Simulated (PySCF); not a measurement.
Se(Cl)(NMe2) (C₂H₆ClNSe), SMILES CN(C)[Se]Cl.

Geometry optimised at B3LYP-D3(BJ)/def2-SVP. Other conformers were not sampled.

The numbers are results of TDDFT-PBE/def2-SVPD run with PySCF, not measurements.

Vertical excitations. Isolated molecule, no solvent. State labels are in the subgroup Cs.

Computed excitation energies, oscillator strengths and character:
```json
[
 {"state": "S1", "symmetry": "A\"", "energy (eV)": "2.82", "λ (nm)": "439", "f": "0.001", "main pairs": "HOMO→LUMO 100 %"},
 {"state": "S2", "symmetry": "A'", "energy (eV)": "4.27", "λ (nm)": "291", "f": "0.094", "main pairs": "HOMO−1→LUMO 90 %"},
 {"state": "S3", "symmetry": "A\"", "energy (eV)": "4.58", "λ (nm)": "271", "f": "0.000", "main pairs": "HOMO→LUMO+1 98 %"},
 {"state": "S4", "symmetry": "A'", "energy (eV)": "4.71", "λ (nm)": "263", "f": "0.023", "main pairs": "HOMO−2→LUMO 92 %"},
 {"state": "S5", "symmetry": "A\"", "energy (eV)": "5.01", "λ (nm)": "248", "f": "0.001", "main pairs": "HOMO−3→LUMO 99 %"},
 {"state": "S6", "symmetry": "A\"", "energy (eV)": "5.24", "λ (nm)": "236", "f": "0.018", "main pairs": "HOMO→LUMO+2 100 %"},
 {"state": "S7", "symmetry": "A'", "energy (eV)": "5.46", "λ (nm)": "227", "f": "0.019", "main pairs": "HOMO−1→LUMO+1 97 %"},
 {"state": "S8", "symmetry": "A'", "energy (eV)": "6.20", "λ (nm)": "200", "f": "0.007", "main pairs": "HOMO−1→LUMO+2 92 %"},
 {"state": "S9", "symmetry": "A'", "energy (eV)": "6.22", "λ (nm)": "199", "f": "0.021", "main pairs": "HOMO→LUMO+3 91 %"},
 {"state": "S10", "symmetry": "A\"", "energy (eV)": "6.25", "λ (nm)": "198", "f": "0.002", "main pairs": "HOMO→LUMO+4 98 %"},
 {"state": "T1", "symmetry": "A\"", "energy (eV)": "2.19", "λ (nm)": "566", "f": "0", "main pairs": "HOMO→LUMO 100 %"},
 {"state": "T2", "symmetry": "A'", "energy (eV)": "3.11", "λ (nm)": "398", "f": "0", "main pairs": "HOMO−1→LUMO 100 %"},
 {"state": "T3", "symmetry": "A\"", "energy (eV)": "3.95", "λ (nm)": "314", "f": "0", "main pairs": "HOMO→LUMO+1 99 %"},
 {"state": "T4", "symmetry": "A'", "energy (eV)": "4.12", "λ (nm)": "301", "f": "0", "main pairs": "HOMO−2→LUMO 99 %"}
]
```
Triplets are in the Tamm–Dancoff approximation, which puts them higher than full response would, so one can lie above its singlet here.
